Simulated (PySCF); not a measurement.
# What a mistake does to a calculation on B2GeH4O

These are calculations, not measurements. The program is PySCF 2.14.0, an open-source quantum chemistry code, run on an isolated molecule that a program drew, which may never have been made. The molecule is B2GeH4O (charge 0, singlet), drawn as the SMILES string `B[O][Ge][BH2]`.

Each row is a Hartree-Fock (HF) and frozen-core CCSD(T) single point in the cc-pVDZ basis, meant for a local HF minimum. Run 1 is clean. Each other run has one planted mistake out of seven kinds, and not every kind appears here: one electron removed, one electron added, multiplicity raised by two, geometry at a saddle point, minimal basis STO-3G, one bond length entered in bohr, all coordinates scaled. The reference is restricted for singlets and unrestricted otherwise, and also for a bond in bohr. Adding or removing an electron swaps singlet and doublet. Electrons count all cores. HOMO and LUMO are orbital energies over both spins, the gradient is its largest component, and the lowest frequency (negative if imaginary) is given only where the gradient is small. Bond lengths are over the 7 bonds as drawn. T1 is the CCSD diagnostic: over 0.02 (restricted) or 0.045 (unrestricted) a single reference is doubtful. Germanium has the cc-pVDZ-PP basis, with a core potential (ECP10MDF) in place of its 10 inner electrons, and its 3s, 3p and 3d shells are frozen in CCSD(T).

Geometry of the clean run:
```xyz
8
B2GeH4O, angstrom
B    -1.3121    0.4817   -2.1560
O    -0.2425   -0.2468   -1.7861
Ge   -0.1784   -2.0577   -1.4723
B     1.8939   -1.8356   -1.0256
H    -2.3907   -0.0406   -2.3215
H    -1.1775    1.6681   -2.3204
H     2.2685   -1.5842    0.0885
H     2.7292   -1.9113   -1.8868
```

```
run  electrons  basis functions  <S^2>  HOMO (eV)  LUMO (eV)  gradient (hartree/bohr)  lowest frequency (cm^-1)  mean bond (Å)  longest bond (Å)      T1  HF (hartree)  CCSD(T) (hartree)                          mistake
  1         54               85  0.000      -8.69       0.64                  1.2e-05                        85         1.4479             2.132  0.0161    -419.94037         -420.42155                         no fault
  2         54               85  1.010      -7.69       0.36                  1.6e-02                         -         1.6817             3.475  0.0341    -419.87122         -420.32268  one bond length entered in bohr
  3         54               85  0.000      -8.80       0.32                  5.6e-02                         -         1.5580             2.294  0.0194    -419.90699         -420.40065           all coordinates scaled
  4         55               85  0.767      -0.80       6.52                  6.0e-02                         -         1.4479             2.132  0.0215    -419.94259         -420.43641                                ?
```

**Which mistake was planted in run 4, and what did it cost?**

It counts 55 electrons, one more than the clean run, at the same geometry and basis. So the mistake is: one electron added. Subtracting run 1 and multiplying by 627.51 kcal/mol a hartree, the energy moved by -1.4 kcal/mol in HF and -9.3 kcal/mol in CCSD(T).

